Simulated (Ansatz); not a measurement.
`C[N](C)[SbH2]` + `[BH2][AlH][SiH3]` → `[BH2][AlH][SbH2]` + `CN(C)[SiH3]` at 600 K and 1 bar (redistribution).

Program: Ansatz. Geometries: PBE0-D4/def2-TZVP. ΔE: electronic, gas phase. CCSD(T)/CBS is the MP2 limit (def2-TZVPP, def2-QZVPP) plus CCSD(T) − MP2 in def2-TZVPP, frozen cores. Elements past krypton have def2 core potentials. For Sb outer-core shells are correlated without core-valence functions, which leaves a few kJ/mol of doubt a bond.

```csv
species,CCSD(T)/CBS energy (Eh),H − E (kJ/mol),S (J/(mol·K))
`C[N](C)[SbH2]`,-375.59739,309.7,433.8
`[BH2][AlH][SiH3]`,-559.42478,190.9,431.5
`[BH2][AlH][SbH2]`,-509.77411,160.9,436.0
`CN(C)[SiH3]`,-425.29981,342.8,421.1
```

H − E and S are ideal-gas, rigid-rotor, harmonic terms from PBE0-D4/def2-TZVP, for one conformer and one mirror image of each species. 1 Eh = 2625.50 kJ/mol, R = 8.31446 J/(mol·K).

**Question.** By hand: ΔE, ΔH, ΔS and ΔG.

**Answer.** ΔE = (-509.77411) + (-425.29981) − (-375.59739) − (-559.42478) = -0.05175 Eh = -135.9 kJ/mol. Δ(H − E) = 160.9 + 342.8 − 309.7 − 190.9 = 3.1, so ΔH = -132.8 kJ/mol. ΔS = 436.0 + 421.1 − 433.8 − 431.5 = -8.2 J/(mol·K). ΔG = -132.8 − 600 × (-8.2)/1000 = -127.9 kJ/mol.

**Question.** By hand: the equilibrium constant, and the temperature at which ΔG would vanish if ΔH and ΔS stayed fixed.

**Answer.** log₁₀ K = −ΔG/(RT ln 10) = 11.1. ΔG = 0 at ΔH/ΔS = 16195 K, far beyond where these terms or the molecules hold.

The number of gas molecules stays the same, so ΔS is small and ΔH decides. A doubt of 5 kJ/mol in ΔE shifts log₁₀ K by 0.4 here. Other conformers and mirror images would add mixing entropy, several J/(mol·K) or more a flexible species. Modes under 60 cm⁻¹, often nearly free rotors, make the harmonic entropy too high. These are equilibria of isolated gas molecules and say nothing of rates. Largest T1 diagnostic: 0.014 (customary marks: 0.02 for closed shells, 0.045 for open ones).
